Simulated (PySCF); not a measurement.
2-bromopyrimidine, C₄H₃BrN₂.
Atom-mapped SMILES: `[Br:1][c:2]1[n:3][cH:4][cH:5][cH:6][n:7]1` (hydrogens: H8 on C4; H9 on C5; H10 on C6)

All values: PBE0/def2-SVPD (PySCF, non-relativistic), on one gas-phase PBE0-D3(BJ)/def2-SVP geometry that isn't relaxed in the solvent. The solvent is an IEF-PCM continuum (van der Waals radii × 1.2), and excitations are vertical TDDFT with non-equilibrium linear response and a frozen core. The model holds no explicit solvent molecules, cavitation or dispersion. Spin–orbit coupling is left out although an atom past zinc is present.

Gas-phase singlets (H = HOMO, L = LUMO):

```tsv
state	E (eV)	λ (nm)	f	leading configurations
S1	4.304	288	0.003	H→L 93%
S2	4.699	264	0.000	H→L+1 95%
S3	5.106	243	0.021	H-1→L 94%
S4	5.584	222	0.001	H-2→L 94%
S5	5.746	216	0.236	H-1→L+1 94%
```

Q: What are the lowest 5 singlets in acetone (ε = 20.49)?

A: 
```
state  E (eV)  λ (nm)      f  leading configurations  change by rank (eV)
   S1   4.521     274  0.004                 H→L 97%               +0.217
   S2   4.855     255  0.000               H→L+1 98%               +0.156
   S3   5.298     234  0.040               H-1→L 92%               +0.192
   S4   5.862     212  0.324             H-1→L+1 95%               +0.278
   S5   6.035     205  0.002               H-2→L 96%               +0.289
```

Q: How does the list change in methanol (ε = 32.61)?

A: 
```csv
state,E (eV),λ (nm),f,leading configurations,change by rank (eV)
S1,4.529,274,0.004,H→L 97%,+0.225
S2,4.861,255,0.000,H→L+1 98%,+0.162
S3,5.305,234,0.039,H-1→L 92%,+0.199
S4,5.871,211,0.318,H-1→L+1 95%,+0.287
S5,6.050,205,0.002,H-2→L 96%,+0.304
```

Q: The ground-state energy changes by -0.268 eV from gas to methanol. By how much does the total energy of gas-phase S3 change?

A: E(S3) = E(S0) + excitation energy, so it changes by -0.268 + 0.199 = -0.069 eV: it is lowered less than the ground state, which is what a blue shift means. This is the vertical state, with the slow part of the continuum still set for S0.

Q: How do the frontier levels move from gas to methanol?

A: 
| orbital | gas (eV) | solvent (eV) | change (eV) | Löwdin shares, gas | Löwdin shares, solvent |
| --- | --- | --- | --- | --- | --- |
| LUMO+2 | 0.05 | -0.10 | -0.15 | Br1 64 %, C2 21 % | Br1 66 %, C2 23 % |
| LUMO+1 | -1.39 | -1.30 | +0.09 | C2 24 %, C5 21 %, N7 12 %, N3 12 % | C2 25 %, C5 20 %, N7 13 %, N3 13 % |
| LUMO | -1.78 | -1.63 | +0.15 | C6 22 %, C4 22 %, N3 18 %, N7 18 % | C6 23 %, C4 23 %, N3 18 %, N7 18 % |
| HOMO | -7.76 | -7.87 | -0.11 | N7 28 %, N3 28 %, Br1 22 %, C6 5 % | N7 30 %, N3 30 %, Br1 13 %, C6 6 % |
| HOMO-1 | -7.89 | -7.97 | -0.08 | Br1 53 %, C5 14 %, C2 9 %, N7 6 % | Br1 43 %, C5 18 %, C2 10 %, C4 7 % |
| HOMO-2 | -8.51 | -8.80 | -0.29 | Br1 67 %, C2 10 %, N3 8 %, N7 8 % | Br1 75 %, C2 10 %, N3 4 %, N7 4 % |
| HOMO-3 | -9.30 | -9.39 | -0.09 | N3 28 %, N7 28 %, Br1 14 %, C2 10 % | N7 28 %, N3 28 %, Br1 13 %, C2 10 % |

The HOMO–LUMO gap goes from 5.98 to 6.24 eV.
